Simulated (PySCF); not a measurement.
## ECD: `C(#CC)[Si@H](O)[C@@H](F)[SiH3]`, C4H9FOSi2

Molfile (atoms numbered from 1):
```
C4H9FOSi2
     RDKit          3D

 17 16  0  0  0  0  0  0  0  0999 V2000
    3.3957    0.5405   -0.1090 C   0  0  0  0  0  0  0  0  0  0  0  0
    2.1148   -0.1018    0.0772 C   0  0  0  0  0  0  0  0  0  0  0  0
    1.0461   -0.6397    0.2220 C   0  0  0  0  0  0  0  0  0  0  0  0
   -0.5947   -1.4351    0.5127 Si  0  0  2  0  0  4  0  0  0  0  0  0
   -1.3308   -1.8543   -0.8808 O   0  0  0  0  0  0  0  0  0  0  0  0
   -1.8266   -0.1611    1.2294 C   0  0  1  0  0  0  0  0  0  0  0  0
   -1.4127    0.1817    2.5267 F   0  0  0  0  0  0  0  0  0  0  0  0
   -2.0658    1.4612    0.2415 Si  0  0  0  0  0  4  0  0  0  0  0  0
    3.2773    1.6232   -0.0704 H   0  0  0  0  0  0  0  0  0  0  0  0
    4.0822    0.2322    0.6794 H   0  0  0  0  0  0  0  0  0  0  0  0
    3.8171    0.2635   -1.0754 H   0  0  0  0  0  0  0  0  0  0  0  0
   -0.4235   -2.5917    1.3959 H   0  0  0  0  0  0  0  0  0  0  0  0
   -0.8977   -2.4162   -1.5166 H   0  0  0  0  0  0  0  0  0  0  0  0
   -2.7980   -0.6473    1.3704 H   0  0  0  0  0  0  0  0  0  0  0  0
   -0.7642    2.1022    0.0535 H   0  0  0  0  0  0  0  0  0  0  0  0
   -2.9459    2.3322    1.0242 H   0  0  0  0  0  0  0  0  0  0  0  0
   -2.6805    1.1226   -1.0412 H   0  0  0  0  0  0  0  0  0  0  0  0
  1  2  1  0
  2  3  3  0
  3  4  1  0
  4  5  1  0
  4  6  1  0
  6  7  1  0
  6  8  1  0
  1  9  1  0
  1 10  1  0
  1 11  1  0
  4 12  1  1
  5 13  1  0
  6 14  1  1
  8 15  1  0
  8 16  1  0
  8 17  1  0
M  END
```

Method: TDDFT wB97X-D/def2-SVPD circular dichroism and optical rotation, one conformer, gas phase in PySCF. Geometry: GFN2-xTB.

The molecule is flexible and this is one conformer; a measurement averages over conformers.

Problem. Assign R or S to each stereocentre.

Solution. Si4 S, C6 S.

Problem. Which excitations and rotatory strengths does the calculation give?

Solution. Rotatory strengths R in 10⁻⁴⁰ esu² cm², velocity form and length form (origin at the centre of mass); f in length form.
```
state  E (eV)  λ (nm)      f  R (velocity)  R (length)                                    main
    1    5.83     213  0.002          +0.8        +1.1        HOMO→LUMO 0.62, HOMO−2→LUMO 0.08
    2    6.20     200  0.006          +0.6        +0.5      HOMO−1→LUMO 0.44, HOMO→LUMO+1 0.15
    3    6.36     195  0.001          -2.3        -2.1  HOMO−1→LUMO+1 0.49, HOMO−1→LUMO+2 0.15
    4    6.80     182  0.040          +3.5        +3.7        HOMO−2→LUMO 0.59, HOMO→LUMO 0.13
    5    7.55     164  0.029         -32.1       -30.7      HOMO→LUMO+2 0.42, HOMO→LUMO+1 0.23
    6    7.61     163  0.159         +83.8       +75.4    HOMO−1→LUMO+2 0.22, HOMO−1→LUMO 0.16
    7    7.63     162  0.020         -61.5       -58.9    HOMO−4→LUMO 0.26, HOMO−2→LUMO+1 0.21
    8    7.71     161  0.055         +52.2       +56.0    HOMO−1→LUMO+2 0.27, HOMO−3→LUMO 0.27
```

Among the states computed, the strongest CD band (largest |R|) is state 6. The largest dissymmetry factor in size, g = 4R/(D+G), with D and G the electric and magnetic dipole strengths, is -0.036 for state 7 (velocity form, f = 0.020), among bands with |R| over 0.5. The mirror image has the same energies and oscillator strengths and all R with the opposite sign.
